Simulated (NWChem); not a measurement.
# PbH2, singlet; SMILES [PbH2]

```xyz
3

Pb     0.0000     0.0000     0.0312
H      1.3091     0.0000    -1.2807
H     -1.3091     0.0000    -1.2807
```
Atoms are numbered in this order, from 1.

Low-valent species are run as closed-shell singlets; no triplet was tried in these runs. The geometry was optimised at PBE0/def2-SVP. Not confirmed as a minimum by frequencies. def2 effective core potentials on Pb; no spin-orbit coupling.

Symmetry labels are those of C2v in the frame above (b1 and b2, or b-type labels, depend on it).

Question: List the 4 lowest vertical singlet excitations from PBE0/def2-SVPD with def2 effective core potentials on Pb, TDA (NWChem).

Answer: 
```json
[
 {"state": "S1", "energy (eV)": "2.62", "oscillator strength": "0.011", "symmetry": "b2", "leading excitation (squared amplitude)": "HOMO → LUMO (0.99)"},
 {"state": "S2", "energy (eV)": "3.49", "oscillator strength": "0.000", "symmetry": "a2", "leading excitation (squared amplitude)": "HOMO−1 → LUMO (1.00)"},
 {"state": "S3", "energy (eV)": "5.74", "oscillator strength": "0.235", "symmetry": "a1", "leading excitation (squared amplitude)": "HOMO → LUMO+1 (0.95)"},
 {"state": "S4", "energy (eV)": "6.23", "oscillator strength": "0.042", "symmetry": "b1", "leading excitation (squared amplitude)": "HOMO → LUMO+2 (0.70)"}
]
```
